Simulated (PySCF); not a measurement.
Radial density of Co⁺ (cobalt, charge +1)

UHF, [Ar] 3d8, high-spin 3F determinant. Computed with PySCF 2.14 in cc-pVTZ (7s6p4d2f1g, 68 functions), with no relativity, point nucleus.

```
r (bohr)  4πr²ρ (e/bohr)  4πr²(ρα − ρβ)
0.000997          0.1581         0.0000
 0.00168          0.4310         0.0000
 0.00282           1.147         0.0000
 0.00474           2.924         0.0000
 0.00798           6.949         0.0000
  0.0134           14.68         0.0000
  0.0226           25.48         0.0000
  0.0380           32.38         0.0004
  0.0639           27.97         0.0030
   0.107           27.19         0.0212
   0.181           36.49         0.1431
   0.304           21.36         0.6872
   0.511           16.07         1.7052
   0.860           16.01         1.7504
    1.45           4.511         0.6954
    2.43          0.6042         0.0894
    4.09         0.02804        -0.0002
    6.88       0.0002690         0.0000
```
